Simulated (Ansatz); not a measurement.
Cost and result for the atomization energy of `BC(C)[SeH]` (11 atoms, 10 bonds).

```xyz
11

B    -1.215    0.706   -0.825
C    -0.170    0.217    0.211
C     0.544   -1.093   -0.070
Se    1.052    1.677    0.697
H    -1.579    1.845   -0.844
H    -1.724   -0.087   -1.565
H    -0.833    0.102    1.090
H     1.235   -0.984   -0.908
H    -0.181   -1.871   -0.327
H     1.121   -1.437    0.791
H     1.752    0.926    1.751
```

Charge 0, multiplicity 1. Correlated methods include outer-core shells of Se, which these sets cover unevenly. Scalar relativity is left out up to krypton. The geometry is a stationary point of PBE0-D4/def2-TZVP. It is one conformer, not always the lowest. Program: Ansatz. All runs use 4 threads of an Arm Neoverse V2 on a shared host. Times are those of one run each, without the atoms' runs, and a repeat can differ threefold. Electronic energies, without spin–orbit coupling; frozen cores. CCSD(T)/CBS adds CCSD(T) − MP2 in def2-TZVPP to the MP2 limit, and its time is that of the two runs behind it. T1 = 0.009. With those shells the extrapolation isn't a true limit. B3LYP takes the VWN-RPA correlation (the form of Gaussian; ORCA's B3LYP/G).

CCSD(T)/CBS is a level of theory with its own doubt, some kJ/mol a heavy atom from the limit and from the frozen cores, so smaller differences don't rank the functionals.

```json
{"level": "PBE-D4/def2-TZVPP (with forces)", "functions": "239", "wall time": "2.2 s", "atomization (kcal/mol)": "936.3", "difference from CCSD(T)/CBS": "14.6", "per bond": "1.5"}
{"level": "PBE0-D4/def2-TZVPP", "functions": "239", "wall time": "2.6 s", "atomization (kcal/mol)": "926.8", "difference from CCSD(T)/CBS": "5.1", "per bond": "0.5"}
{"level": "B3LYP-D4/def2-TZVPP (with forces)", "functions": "239", "wall time": "4 s", "atomization (kcal/mol)": "924.3", "difference from CCSD(T)/CBS": "2.6", "per bond": "0.3"}
{"level": "r2SCAN-D4/def2-TZVPP (with forces)", "functions": "239", "wall time": "4.5 s", "atomization (kcal/mol)": "926.2", "difference from CCSD(T)/CBS": "4.5", "per bond": "0.5"}
{"level": "B2PLYP/def2-TZVPP", "functions": "239", "wall time": "4.9 s", "atomization (kcal/mol)": "913.4", "difference from CCSD(T)/CBS": "-8.3", "per bond": "-0.8"}
{"level": "ωB97X-V/def2-TZVPP", "functions": "239", "wall time": "7 s", "atomization (kcal/mol)": "924.2", "difference from CCSD(T)/CBS": "2.5", "per bond": "0.3"}
{"level": "ωB97M-V/def2-TZVPP (with forces)", "functions": "239", "wall time": "10 s", "atomization (kcal/mol)": "923.6", "difference from CCSD(T)/CBS": "1.9", "per bond": "0.2"}
{"level": "MP2/def2-QZVPP", "functions": "470", "wall time": "21 s", "atomization (kcal/mol)": "920.8", "difference from CCSD(T)/CBS": "-0.9", "per bond": "-0.1"}
{"level": "CCSD(T)/def2-TZVPP", "functions": "239", "wall time": "2.2 min", "atomization (kcal/mol)": "901.6", "difference from CCSD(T)/CBS": "-20.1", "per bond": "-2.0"}
{"level": "CCSD(T)/CBS(def2)", "functions": "–", "wall time": "2.5 min", "atomization (kcal/mol)": "921.7", "difference from CCSD(T)/CBS": "0.0", "per bond": "0.0"}
```

The D4 term adds +8.4 kcal/mol with B3LYP and +4.3 kcal/mol with PBE0; it sums over pairs of atoms, weighted by their polarisabilities, and B3LYP, whose exchange is more repulsive, gets the larger term. From PBE to PBE0 (25 % exact exchange), in def2-TZVPP and without D4, the atomization energy moves by −8.7 kcal/mol: exact exchange takes away binding that semilocal exchange gives to molecules. In def2-TZVPP, CCSD(T) changes the Hartree–Fock value by +206.8 kcal/mol (the triples alone add +11.2 kcal/mol) and MP2 by +214.3 kcal/mol; breaking electron pairs costs correlation energy, which Hartree–Fock lacks.
